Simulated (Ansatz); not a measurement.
Question: Name a neutral molecule of C, F, O, Zn and H with HOMO–LUMO gap (B3LYP/def2-TZVPP) between 8.00 and 8.30 eV and HOMO–LUMO gap (PBE0/def2-TZVPP) between 8.55 and 8.85 eV (Ansatz, PBE0-D4/def2-TZVP geometry).

Answer: `FC(F)[O][ZnH]` (8.06 eV, 8.63 eV). Other molecules can fit too; these were computed, each in one conformer that needn't be the lowest.

B3LYP here is the variant with VWN-RPA as its local correlation; programs differ in this.
